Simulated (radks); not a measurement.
Charge is removed step by step from the 2p down level of Ar, starting from [He] 2s2 2p(up 3, down 3) 3s2 3p6. Calculated with a radial shooting solver on a logarithmic mesh with Libxc functionals: scalar-relativistic Kohn-Sham, PBE, spin-polarised, spherical densities, finite nucleus; Fermi nuclear charge, rms radius 3.4274 fm.

removed (e)  E - E(0) (eV)  eigenvalue (eV)  E minus straight line (eV)
0                    0.000          -229.89                       0.000
0.125               29.013          -234.44                      -2.056
0.25                58.599          -239.05                      -3.540
0.375               88.766          -243.73                      -4.443
0.5                 119.52          -248.46                      -4.757
0.625               150.87          -253.25                      -4.477
0.75                182.82          -258.09                      -3.595
0.875               215.38          -262.99                      -2.105
1                   248.56          -267.93                       0.000

Removing the whole electron costs 248.56 eV by Delta-SCF, against 229.89 eV from minus the eigenvalue at the starting occupation. Slater's transition state (half an electron removed) gives 248.46 eV. Integrating minus the eigenvalue over the occupation (Janak's theorem) gives 248.61 eV. In this scalar-relativistic scheme the density is built from large components alone, so the theorem holds only approximately. The mean slope of the eigenvalue, de/dn, is 38.0 eV per electron.
